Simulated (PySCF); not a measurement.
**Dipole moment and polarisability of `N#Cc1ccccc1F`**

C₇H₄FN.
Cartesian coordinates in Å at the GFN2-xTB level; atoms count from 1:
```xyz
13
C7H4FN angstrom
N      3.5775    0.4990   -0.2018
C      2.4461    0.3332   -0.1372
C      1.0453    0.1501   -0.0583
C      0.1939    1.2556   -0.0072
C     -1.1735    1.0762    0.0696
C     -1.7119   -0.2019    0.0952
C     -0.8843   -1.3107    0.0432
C      0.4834   -1.1275   -0.0323
F      1.2828   -2.2051   -0.0831
H      0.6218    2.2467   -0.0288
H     -1.8241    1.9360    0.1083
H     -2.7809   -0.3373    0.1547
H     -1.2804   -2.3137    0.0598
```

Level: CAM-B3LYP/def2-SVPD (PySCF), static field, nuclei fixed, core orbitals frozen in the response. The polarisability tensor in these axes (au):

```
x   116.34   3.66  -3.86
y     3.66  85.53  -0.06
z    -3.86  -0.06  48.02
```

**Question.** What are the eigenvalues, a third of the trace, and Δα (Δα² = ½Σ(αi − αj)² over the three pairs)?

**Answer.** Principal values 47.80, 85.11 and 116.98 au; mean 83.30 au = 12.34 Å³ = 13.73 × 10⁻⁴⁰ C²·m²/J; Δα = 59.97 au (72 % of the mean).

**Question.** What is the dipole moment, and where does it point?

**Answer.** (-5.46, 0.61, 0.31) D, 5.50 D in size, pointing from the negative to the positive side. Measured along this direction, the outermost atoms are N1 at the negative end and H12 at the positive end.

**Question.** Refractivity n − 1 of an ideal gas of it at 400 K and 1 atm, from the electronic α?

**Answer.** N = p/kT = 1.8347 × 10¹⁹ cm⁻³, so n − 1 = 2π × N × 12.34 × 10⁻²⁴ cm³ = 1423 × 10⁻⁶ at long wavelengths.

**Question.** What are the principal values of the traceless quadrupole moment, Θ = ½Σq(3rr − r²1), about the centre of nuclear charge?

**Answer.** -9.05, 0.80, 8.25 D·Å. The values depend on the origin, since the dipole doesn't vanish. The electronic extent ⟨r²⟩ about the same centre is 1070 bohr², a root-mean-square distance of 2.20 Å for the 62 electrons.

**Question.** Orientational against electronic polarisability at 250 K (dilute gas, rigid molecules)?

**Answer.** In Gaussian units μ²/3kT = 292.13 Å³ against 12.34 Å³, a ratio of 23.67; the Debye molar polarisation (4π/3)N_A(α + μ²/3kT) is 768.0 cm³/mol, leaving out the vibrational part.

**Question.** Directions of the eigenvectors, and the extent of the frame along each?

**Answer.** Largest value along (0.99, 0.12, -0.06), where the nuclei span 6.42 Å; middle along (-0.12, 0.99, 0.01), 4.50 Å; least along (0.06, 0.00, 1.00), 0.00 Å. The response follows the extents in order.

Geometry: GFN2-xTB; no solvent, vibrations or thermal averaging.
